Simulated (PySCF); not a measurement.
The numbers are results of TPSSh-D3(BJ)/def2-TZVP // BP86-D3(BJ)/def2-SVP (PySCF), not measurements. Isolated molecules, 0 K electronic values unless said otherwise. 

Reference species: [Hf(Br)4] (neutral, multiplicity 1).

The mean distance from the central atom to its bonded neighbours is 2.483 Å and the HOMO is -8.27 eV. The coordination number is 4.

Changed species: [Hf(Cl)(Br)3] (3 of 4 Cl replaced by Br; the reference has 4 of 4 Cl replaced by Br).

Q: Predict the effect on the mean distance from the central atom to its bonded neighbours, HOMO and coordination number.

A: the mean distance from the central atom to its bonded neighbours falls by 0.036 Å, to 2.447 Å; the HOMO hardly moves; the coordination number is nearly the same.
